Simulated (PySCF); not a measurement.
Question: Give a PBE0-D3(BJ)/def2-SVP geometry of InChI=1S/C5H3ClOS/c6-5(7)4-2-1-3-8-4/h1-3H.

Answer: 
Z-matrix in Å and degrees, rows numbered from 1:
```
O 
C   1  1.1891
Cl  2  1.7881  1  120.68
C   2  1.4567  1  126.32  3  -179.93
C   4  1.3810  2  130.49  1   179.41
C   5  1.4128  4  112.38  2  -179.68
C   6  1.3767  5  112.11  4    -0.04
S   7  1.7060  6  112.71  5     0.02
H   5  1.0897  4  122.33  2     0.26
H   6  1.0902  5  124.34  4   179.96
H   7  1.0900  6  127.46  5  -179.95
```

The 8 heavy atoms lie in one plane (0.004 Å rms). The 4 C–C bonds span 1.377 Å (C6–C7, aromatic) to 1.457 Å (C2–C4, drawn single), a spread of 0.080 Å. Of the pairs four or more bonds apart, Cl3···H9 is among the closest relative to their van der Waals radii: 2.77 Å, 94 % of the sum of Bondi's values. The 5-membered ring C4–C5–C6–C7–S8 has internal angles of 91.2° to 112.7° (sum 540°, against 540° for a flat polygon); it is planar, 0.00 Å rms from its mean plane, widest ring torsion 0°.

Method: PBE0-D3(BJ)/def2-SVP geometry optimisation, gas phase (PySCF).

Point group: Cs (tolerance 0.08 Å). PBE0-D3(BJ)/def2-SVP frequencies: not computed here. The numbers are those of one conformer (O1–C2–C4–C5 179°).

On an AMD EPYC 7R13 with one thread, no GPU, shared host with 192 logical CPUs at a one-minute load of 103, this took 57 s of wall time and 0.53 GiB of memory at its peak. That covers the optimisation of the geometry.
